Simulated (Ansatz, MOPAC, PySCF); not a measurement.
Acid–base and redox partners of O[GeH3]. All species are isolated molecules in the gas phase. One relaxed conformer stands for each flexible species; it need not be the lowest. Strings in code marks are SMILES.

Quantity: vertical ionisation energy (energy after one electron is removed minus that of the parent at the parent's geometry), in eV.

Level 1: r2SCAN-D4/def2-TZVP (PySCF)
Level 2: minus the HOMO energy of HF/6-31G* // r2SCAN-D4/def2-TZVP (PySCF)
Level 3: minus the HOMO energy of PM3 // r2SCAN-D4/def2-TZVP (MOPAC)
Level 4: HF/cc-pVTZ // r2SCAN-D4/def2-TZVP (Ansatz, a first-principles code)

```csv
species,level 2,level 3,level 4
`[OH][GeH3]`,12.13,10.75,9.89
`[OH2+][GeH3]`,18.85,17.15,17.76
```

Task: What does level 1 give for each?

Result: 
- `[OH][GeH3]`: 10.72
- `[OH2+][GeH3]`: 17.94
